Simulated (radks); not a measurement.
The numbers below are computed, except where a source is named.
Spherical quantum dot in the effective-mass picture: electrons in a well V = -V0 / (1 + exp((r - R)/a)) with V0 = 2.05, R = 13.7, a = 0.96, with a point charge +1 (a donor) at the centre, all in effective atomic units (hartree* = m*/eps^2 hartree, bohr* = eps/m* bohr), one dielectric constant everywhere. Level of theory: non-relativistic Kohn-Sham, LDA (Slater exchange, Perdew-Wang correlation), spin-polarised, spherical densities (a radial shooting solver with Libxc functionals). Levels are named by radial order and angular momentum (1s, 1p, 1d, 2s, ...), and open shells are averaged over m.

N = 13, configuration 1s2 1p6 1d(up 4, down 0) 2s(up 1, down 0). This is the lowest configuration that the search found (a dilute case). Occupied and some empty levels:

level    occupation  eigenvalue (hartree*)  <r> (bohr*)
1s up             1               -0.97156        1.736
2s up             1               -0.90609        9.149
1s down           1               -0.89581        8.560
1p up             3               -0.89434        9.303
1p down           3               -0.88008        9.287
1d up             4               -0.86911        9.500
1d down           0               -0.85471        9.497
2s down           0               -0.85279        3.001
1f up             0               -0.83357        9.694
1f down           0               -0.81910        9.700
1g up             0               -0.78863        9.881
1g down           0               -0.77419        9.895
2p up             0               -0.72677        6.909
2p down           0               -0.71609        7.032

Energy (hartree*): total -19.8457, kinetic 1.3010, external -28.232, Hartree 8.7893, exchange-correlation -1.7042.

Electron density:

r (bohr*)  n(r) (e/bohr*^3)
1.28                0.02402
2.65               0.002077
4.02              0.0004542
5.39              0.0006254
6.77               0.001339
8.14               0.002336
9.51               0.002638
10.9               0.001459
12.2              0.0002734
13.6             0.00001252
15.0              1.761e-07
16.4              1.407e-09
